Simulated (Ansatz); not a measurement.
Al₄Ga₃⁺, relaxed as a singlet with RKS PBE-D4/def2-SVP in Ansatz, starting from the GFN2-xTB geometry. Force threshold 0.02 eV/Å.

The restricted singlet is unstable towards broken spin symmetry in Hartree–Fock (as tested in another run); at PBE-D4/def2-SVP this wasn't settled. Another isomer (singlet) lies 0.03 eV lower at PBE0-D4/def2-TZVP; other spin states weren't run for this one.

Start:

```csv
atom,x (Å),y (Å),z (Å)
Al1,0.299,1.385,0.029
Al2,-0.890,-1.145,0.228
Al3,-0.567,0.072,-2.130
Al4,0.464,-0.091,2.224
Ga5,-2.334,-2.072,-2.113
Ga6,1.715,-0.763,-0.678
Ga7,1.314,2.615,2.440
```

```json
{"step": "1", "energy (eV)": "-183448.5341", "largest force component (eV/Å)": "0.716", "SCF passes": "79"}
{"step": "2", "energy (eV)": "-183448.9423", "largest force component (eV/Å)": "0.681", "SCF passes": "40"}
{"step": "3", "energy (eV)": "-183449.2400", "largest force component (eV/Å)": "0.523", "SCF passes": "31"}
{"step": "4", "energy (eV)": "-183449.4416", "largest force component (eV/Å)": "0.463", "SCF passes": "31"}
{"step": "5", "energy (eV)": "-183449.6193", "largest force component (eV/Å)": "0.438", "SCF passes": "31"}
{"step": "6", "energy (eV)": "-183449.7761", "largest force component (eV/Å)": "0.408", "SCF passes": "31"}
{"step": "7", "energy (eV)": "-183449.8854", "largest force component (eV/Å)": "0.224", "SCF passes": "30"}
{"step": "8", "energy (eV)": "-183449.9742", "largest force component (eV/Å)": "0.196", "SCF passes": "30"}
{"step": "9", "energy (eV)": "-183450.0288", "largest force component (eV/Å)": "0.257", "SCF passes": "29"}
{"step": "10", "energy (eV)": "-183450.0867", "largest force component (eV/Å)": "0.204", "SCF passes": "25"}
{"step": "11", "energy (eV)": "-183450.1416", "largest force component (eV/Å)": "0.164", "SCF passes": "24"}
{"step": "12", "energy (eV)": "-183450.1689", "largest force component (eV/Å)": "0.293", "SCF passes": "29"}
{"step": "13", "energy (eV)": "-183450.2197", "largest force component (eV/Å)": "0.205", "SCF passes": "25"}
{"step": "14", "energy (eV)": "-183450.2716", "largest force component (eV/Å)": "0.256", "SCF passes": "24"}
{"step": "15", "energy (eV)": "-183450.3308", "largest force component (eV/Å)": "0.316", "SCF passes": "24"}
{"step": "16", "energy (eV)": "-183450.4027", "largest force component (eV/Å)": "0.371", "SCF passes": "25"}
{"step": "17", "energy (eV)": "-183450.4936", "largest force component (eV/Å)": "0.460", "SCF passes": "25"}
{"step": "18", "energy (eV)": "-183450.6166", "largest force component (eV/Å)": "0.564", "SCF passes": "24"}
{"step": "19", "energy (eV)": "-183450.7764", "largest force component (eV/Å)": "0.614", "SCF passes": "24"}
{"step": "20", "energy (eV)": "-183450.9643", "largest force component (eV/Å)": "0.666", "SCF passes": "24"}
{"step": "21", "energy (eV)": "-183451.1931", "largest force component (eV/Å)": "0.750", "SCF passes": "24"}
{"step": "22", "energy (eV)": "-183451.4569", "largest force component (eV/Å)": "0.772", "SCF passes": "23"}
{"step": "23", "energy (eV)": "-183451.6730", "largest force component (eV/Å)": "0.405", "SCF passes": "30"}
{"step": "24", "energy (eV)": "-183451.6959", "largest force component (eV/Å)": "0.322", "SCF passes": "30"}
{"step": "25", "energy (eV)": "-183451.7173", "largest force component (eV/Å)": "0.097", "SCF passes": "22"}
{"step": "26 (rejected)", "energy (eV)": "-183451.7029", "largest force component (eV/Å)": "0.288", "SCF passes": "22"}
{"step": "27", "energy (eV)": "-183451.7197", "largest force component (eV/Å)": "0.066", "SCF passes": "24"}
{"step": "28 (rejected)", "energy (eV)": "-183451.7163", "largest force component (eV/Å)": "0.129", "SCF passes": "23"}
{"step": "29", "energy (eV)": "-183451.7219", "largest force component (eV/Å)": "0.005", "SCF passes": "25"}
```

Force components are those of the run's own axes.

End:

```xyz
7

Al    1.310    1.546   -0.357
Al   -0.583   -1.932    0.621
Al   -0.336    0.414   -2.043
Al    1.122   -0.270    1.704
Ga   -2.139   -0.078   -0.266
Ga    1.356   -1.137   -0.877
Ga   -0.730    1.457    1.218
```

Bonds lost: Al1–Al2, Al2–Al3 (atoms count from 1). Bonds formed: Al4–Ga6, Ga5–Ga7 (atoms count from 1).

No frequencies were taken in this run, so the end may be a saddle point.

Hardware: 4 threads of Arm Neoverse V1 on a shared host. Wall time 82 s.
